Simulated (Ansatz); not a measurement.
Spectroscopic constants of PtCl, multiplicity 4 (an upper state: multiplicity 2 came lower at PBE0/def2-TZVPP). No spin–orbit coupling.

Constants: fifth-degree fit in 1/R to seven points, most abundant isotopes. Runs in def2 and cc sets follow the lowest solution found near the PBE0 minimum.

Run with Ansatz (a quantum-chemistry and plane-wave program).  In def2 rows elements past Kr take small-core potentials, without spin–orbit coupling.

Energies at PBE/def2-TZVPP:

| R (Å) | E (hartree) |
|---|---|
| 2.071779 | -579.33753568 |
| 2.127472 | -579.34243933 |
| 2.178710 | -579.34489353 |
| 2.236631 | -579.34583597 |
| 2.294551 | -579.34535525 |
| 2.361383 | -579.34351829 |
| 2.439353 | -579.34014948 |

With a reduced mass of 29.6507 u, find the minimum, the force constant and the constants.

A fifth-degree polynomial in 1/R puts the minimum at r_e = 2.2430 Å with force constant 179 N/m. Then ω_e = (1/2πc)√(k/μ) = 320 cm⁻¹ and B_e = h/(8π²cμr_e²) = 0.1130 cm⁻¹; the cubic and quartic terms give α_e = 0.00076 and ω_e x_e = 1.7 cm⁻¹.
